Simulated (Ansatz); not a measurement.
Gas-phase electronic energies from Ansatz, PBE0-D4/def2-TZVP geometries. CCSD(T)/CBS is the MP2 limit (def2-TZVPP, def2-QZVPP) plus CCSD(T) − MP2 in def2-TZVPP, frozen cores. This one scheme is used for every species, atoms too. DFT in def2-TZVPP. B3LYP here is the variant with VWN-RPA as its local correlation; programs differ in this. No spin–orbit coupling; open shells (•) take unrestricted orbitals. Spin–orbit coupling would lower the free atoms: a little for C, Cl, F, Si. Each species was taken in one conformer, which may not be the lowest.

Reaction (atomization): `N[SiH](F)CCl` → C• + Cl• + F• + 5 H• + N• + Si•

CCSD(T)/CBS gives +864.9 kcal/mol.

(1) Another level gave +860.7 kcal/mol. Which?
A. PBE0/def2-TZVPP
B. SCS-MP2/def2-TZVPP
C. HF/def2-TZVPP
D. B3LYP-D4/def2-TZVPP

Largest T1 diagnostic among the species: 0.012.

Results:

(1) D. B3LYP-D4 860.7, PBE0 855.3, HF/def2-TZVPP 621.5, SCS-MP2/def2-TZVPP 850.6 kcal/mol.

In def2-TZVPP, CCSD(T) changes the Hartree–Fock value by +216.2 kcal/mol (the triples alone add +12.7 kcal/mol) and MP2 by +233.1 kcal/mol; breaking electron pairs costs correlation energy, which Hartree–Fock lacks. From PBE to PBE0 (25 % exact exchange), in def2-TZVPP and without D4, ΔE moves by −14.7 kcal/mol: exact exchange takes away binding that semilocal exchange gives to molecules. The D4 term adds +8.4 kcal/mol with B3LYP and +4.4 kcal/mol with PBE0; it sums over pairs of atoms, weighted by their polarisabilities, and B3LYP, whose exchange is more repulsive, gets the larger term.

For atomizations the MP2-based limit and the directly extrapolated one differ by several kJ/mol either way, and by 10 to 25 for some Ge, Se and Sn compounds, so smaller differences from it don't rank the levels.
